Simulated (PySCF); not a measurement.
`C=C(O[SiH3])OCF`: 4 charge schemes on one density

Compound: C3H7FO2Si.
Z-matrix (Å and degrees, GFN2-xTB geometry), rows numbered from 1:
```
C 
C   1  1.3245
O   2  1.3342  1  126.44
Si  3  1.6341  2  132.58  1     9.81
O   2  1.3794  1  119.20  3  -178.86
C   5  1.3732  2  118.11  1  -169.24
F   6  1.3729  5  111.09  2    73.43
H   1  1.0715  2  120.79  3     0.36
H   1  1.0711  2  120.16  3   179.84
H   4  1.4635  3  109.55  2   -64.93
H   4  1.4605  3  110.17  2    56.35
H   4  1.4539  3   98.39  2   176.47
H   6  1.0953  5  106.91  2  -170.16
H   6  1.0990  5  113.54  2   -46.30
```

Density: PBE0/pcSseg-1 (PySCF); schemes: Mulliken, IAO, Hirshfeld and ESP-fitted. Isolated species at its GFN2-xTB geometry (one conformer only).

Task: What partial charge does each atom carry?

Result: In e; atoms taken as equivalent share a row and are averaged (×n: the atom named and its like, n in all):

```csv
atom,environment,Mulliken,IAO,Hirshfeld,ESP-fitted
C1,terminal =CH2 carbon,-0.251,-0.464,-0.180,-0.818
C2,vinylic carbon bearing oxygen,+0.426,+0.391,+0.145,+0.530
O3,silyl ether oxygen,-0.633,-0.585,-0.181,-0.314
Si4,oxygen-bound silicon,+0.697,+0.874,+0.408,+0.557
O5,ether oxygen,-0.474,-0.338,-0.115,-0.354
C6,sp3 C–F carbon,+0.379,+0.217,+0.086,+0.308
F7,alkyl fluorine,-0.338,-0.330,-0.134,-0.248
H8,vinylic hydrogen,+0.132,+0.153,+0.041,+0.258
H9,vinylic hydrogen,+0.132,+0.174,+0.046,+0.273
H10/H11/H12,Si–H hydrogen,-0.095,-0.130,-0.070,-0.100
H13/H14,methylene hydrogen,+0.108,+0.149,+0.048,+0.054
```

Mean size of the charges over all atoms: IAO 0.301 e, ESP-fitted 0.290 e, Mulliken 0.283 e, Hirshfeld 0.117 e. Each set sums to the total charge, 0, to within 0.001 e. The ESP scheme fits charges at the nuclei, held to the total charge, to the electrostatic potential on points at 1.4 to 2.0 times the van der Waals radii.

Some averages cover members that differ in this geometry: H13/H14, ESP-fitted +0.028 to +0.079 e.

Lowest charge. The schemes don't all agree: Mulliken O3 (-0.633); IAO O3 (-0.585); Hirshfeld O3 (-0.181); ESP-fitted C1 (-0.818).

Highest charge. All schemes agree: Mulliken Si4 (+0.697); IAO Si4 (+0.874); Hirshfeld Si4 (+0.408); ESP-fitted Si4 (+0.557).

Task: How many electrons does the IAO scheme count on F7?

Result: Z − q = 9 − (-0.330) = 9.330.

Task: How closely do the schemes follow one another over all atoms?

Result: Correlation coefficient and root-mean-square difference: IAO with Hirshfeld 0.99, 0.222 e; Mulliken with IAO 0.96, 0.098 e; Mulliken with Hirshfeld 0.93, 0.216 e; IAO with ESP-fitted 0.90, 0.164 e; Hirshfeld with ESP-fitted 0.87, 0.242 e; Mulliken with ESP-fitted 0.85, 0.194 e.

The run behind these numbers computed NMR shieldings as well. On an Arm Neoverse N1 with one thread, shared host with 64 logical CPUs at a one-minute load of 60, this took 36 s of wall time and 0.73 GiB of memory at its peak.
